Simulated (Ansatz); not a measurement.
The pair A = BrH3Sn (SMILES [Br][SnH3]) (first 5 atoms), B = NH3 (SMILES N); geometry from B3LYP-D3(BJ)/def2-TZVP.
(charge 0, multiplicity 1):
```xyz
9

Br     2.333    -0.326     0.978
Sn     0.438     1.062     0.043
H      1.138     1.631    -1.423
H      0.137     2.386     1.068
H     -0.883     0.055    -0.324
N     -0.588    -0.058     2.671
H     -1.511     0.118     3.053
H     -0.476    -1.060     2.570
H      0.097     0.249     3.352
```

Frozen-core correlation. Filled d and f shells under p-block atoms count as core. MP2 and its Hartree–Fock in def2-QZVPPD are density fitted.

Run with Ansatz (Gaussian basis) for Hartree–Fock, density functionals and correlated methods. Each number belongs to the level named beside it. In def2 rows elements past Kr take small-core potentials, without spin–orbit coupling.

The counterpoise-corrected interaction energy is E(AB) − E(A in the pair's basis) − E(B in the pair's basis). Total energies (hartree):

| level | AB | A in the pair's basis | B in the pair's basis |
|---|---|---|---|
| HF/def2-TZVPPD | -2843.7692588 | -2787.5431333 | -56.2219563 |
| MP2/def2-TZVPPD | -2844.2877411 | -2787.8199637 | -56.4588375 |
| HF/def2-QZVPPD | -2843.8227156 | -2787.5940546 | -56.2244705 |
| MP2/def2-QZVPPD | -2844.3823178 | -2787.8963269 | -56.4764189 |
| CCSD(T)/def2-TZVPPD | -2844.3541550 | -2787.8667099 | -56.4789829 |

Question: Work out the counterpoise-corrected interaction energy at the basis-set limit: extrapolate the MP2 correlation part as X⁻³, take Hartree–Fock from the larger set, and add the CCSD(T) − MP2 difference of def2-TZVPPD.

Answer: 
1. Differences (1 hartree = 627.509 kcal/mol): HF/def2-TZVPPD -2.616; MP2/def2-TZVPPD -5.610; HF/def2-QZVPPD -2.630; MP2/def2-QZVPPD -6.007; CCSD(T)/def2-TZVPPD -5.310.
2. Correlation parts, MP2 less HF: -2.994 in def2-TZVPPD (X = 3), -3.377 in def2-QZVPPD (X = 4).
3. Limit (4³·(-3.377) − 3³·(-2.994))/(4³ − 3³) = -3.657; with HF/def2-QZVPPD it gives -6.286.
4. CCSD(T) less MP2 in def2-TZVPPD: 0.300.
Result: -5.99 kcal/mol, against -5.61 at MP2/def2-TZVPPD. It is an estimate of this method's limit, not of the exact value.

Ansatz is a program for electronic structure.
